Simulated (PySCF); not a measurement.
`N#Cc1ccc2n[se]nc2c1`, C7H3N3Se

Molfile (atoms numbered from 1):
```
C7H3N3Se
     RDKit          3D

 14 15  0  0  0  0  0  0  0  0999 V2000
    3.9207   -0.4046    0.5609 N   0  0  0  0  0  0  0  0  0  0  0  0
    2.7992   -0.1956    0.3541 C   0  0  0  0  0  0  0  0  0  0  0  0
    1.4172    0.0798    0.0977 C   0  0  0  0  0  0  0  0  0  0  0  0
    1.0115    1.4503   -0.0898 C   0  0  0  0  0  0  0  0  0  0  0  0
   -0.2885    1.7768   -0.3373 C   0  0  0  0  0  0  0  0  0  0  0  0
   -1.2659    0.7364   -0.4115 C   0  0  0  0  0  0  0  0  0  0  0  0
   -2.5542    0.9290   -0.6455 N   0  0  0  0  0  0  0  0  0  0  0  0
   -3.3178   -0.6741   -0.6339 Se  0  0  0  0  0  2  0  0  0  0  0  0
   -1.8173   -1.5584   -0.3037 N   0  0  0  0  0  0  0  0  0  0  0  0
   -0.8544   -0.6514   -0.2209 C   0  0  0  0  0  0  0  0  0  0  0  0
    0.5136   -0.9552    0.0357 C   0  0  0  0  0  0  0  0  0  0  0  0
    1.7754    2.2274   -0.0286 H   0  0  0  0  0  0  0  0  0  0  0  0
   -0.6053    2.8106   -0.4806 H   0  0  0  0  0  0  0  0  0  0  0  0
    0.8169   -1.9928    0.1768 H   0  0  0  0  0  0  0  0  0  0  0  0
  1  2  3  0
  2  3  1  0
  3  4  1  0
  4  5  2  0
  5  6  1  0
  6  7  2  0
  7  8  1  0
  8  9  1  0
  9 10  2  0
 10 11  1  0
 11  3  2  0
 10  6  1  0
  4 12  1  0
  5 13  1  0
 11 14  1  0
M  END
```

Computed, not measured: TDDFT CAM-B3LYP/aug-cc-pVDZ excited states, vertical, gas phase in PySCF. Geometry: PBE0-D3(BJ)/def2-SVP.

The calculation is non-relativistic, which matters for the atoms heavier than Zn.

Question: Give the one- and two-photon strengths of the lowest singlets.

Answer: δ for parallel linear polarisation; σ at the peak of a Lorentzian of half width 0.1 eV, single beam; Ω is circular over linear.
| state | E (eV) | f | photon λ (nm) | δ (au) | σ (GM) | Ω | main |
| --- | --- | --- | --- | --- | --- | --- | --- |
| S1 | 3.84 | 0.043 | 646 | 25.7 | 0.14 | 0.70 | HOMO→LUMO 0.93 |
| S2 | 4.14 | 0.320 | 599 | 27.6 | 0.17 | 1.38 | HOMO−1→LUMO 0.88 |
| S3 | 4.35 | 0.000 | 570 | 0.58 | 0.00 | 1.50 | HOMO−2→LUMO 0.93 |
| S4 | 4.85 | 0.000 | 512 | 0.26 | 0.00 | 1.50 | HOMO−3→LUMO 0.94 |
| S5 | 5.52 | 0.000 | 450 | 1.4 | 0.02 | 1.50 | HOMO−1→LUMO+2 0.83 |
| S6 | 5.84 | 0.395 | 425 | 139 | 1.73 | 1.47 | HOMO→LUMO+1 0.74, HOMO−1→LUMO+4 0.11 |

Among these, the strongest one-photon state is S6, the strongest two-photon state S6, with a dipole change of 0.6 D (relaxed, norm of the difference vector).
